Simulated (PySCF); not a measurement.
C3H6S, SMILES `C=CCS` (C–C–C–S torsion -117°, C–C–S–H torsion 57°), neutral singlet in the gas phase. 

Cartesian coordinates (Å):
```xyz
10

C     -1.2560     0.9397     0.0079
C     -0.4393     0.0961    -0.6113
C      0.4025    -0.9136     0.0905
S      2.2006    -0.6219    -0.1547
H     -1.3670     0.9310     1.0865
H     -1.8422     1.6664    -0.5391
H     -0.3346     0.1318    -1.6910
H      0.2458    -1.9127    -0.3212
H      0.1789    -0.9486     1.1559
H      2.2112     0.6318     0.3276
```
Charge 0, spin multiplicity 1.

All levels are single points at this geometry (B3LYP-D3(BJ)/def2-TZVP); Pople sets use spherical d functions. Orbital energies aren't observables, and empty levels follow the basis.

M06-2X/6-31G* in PySCF gives HOMO (eV) = -7.92.

Estimate the HOMO (eV) from each of these levels: B3LYP-D3(BJ)/def2-TZVP in PySCF; PBE-D3(BJ)/def2-TZVP in PySCF; B3LYP/3-21G in PySCF; B3LYP/LANL2DZ in PySCF; BP86/6-31G* in PySCF.


| level | HOMO (eV) |
|---|---|
| B3LYP-D3(BJ)/def2-TZVP in PySCF | -6.62 |
| PBE-D3(BJ)/def2-TZVP in PySCF | -5.63 |
| B3LYP/3-21G in PySCF | -6.51 |
| B3LYP/LANL2DZ in PySCF | -6.54 |
| BP86/6-31G* in PySCF | -5.56 |
